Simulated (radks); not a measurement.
All-electron atom: Ce41+ in [Ne] 3s2 3p5. Method: Dirac Kohn-Sham, LB94 model potential, spin-unpolarised, spherical densities, finite nucleus; open shells fill j = l - 1/2 first; Fermi nuclear charge, rms radius 4.8771 fm; computed with a radial shooting solver on a logarithmic mesh with Libxc functionals.

Unscreened Slater integrals over Kohn-Sham orbitals (eV). Large and small components are both included.

F0(3p3/2,3p3/2): 97.370
F2(3p3/2,3p3/2): 48.745
F0(3p3/2,3p1/2): 99.232
G2(3p3/2,3p1/2): 49.031
F0(3p3/2,3s1/2): 96.423
G1(3p3/2,3s1/2): 62.394
F0(3p3/2,2p3/2): 128.89
F2(3p3/2,2p3/2): 33.160
G0(3p3/2,2p3/2): 13.171
G2(3p3/2,2p3/2): 14.489
F0(3p1/2,3p1/2): 101.26
F0(3p1/2,3s1/2): 98.189
G1(3p1/2,3s1/2): 62.012
F0(3p1/2,2p3/2): 133.25
G2(3p1/2,2p3/2): 14.374
F0(3s1/2,3s1/2): 95.730
F0(3s1/2,2p3/2): 125.32
G1(3s1/2,2p3/2): 12.671
F0(2p3/2,2p3/2): 267.09
F2(2p3/2,2p3/2): 127.35
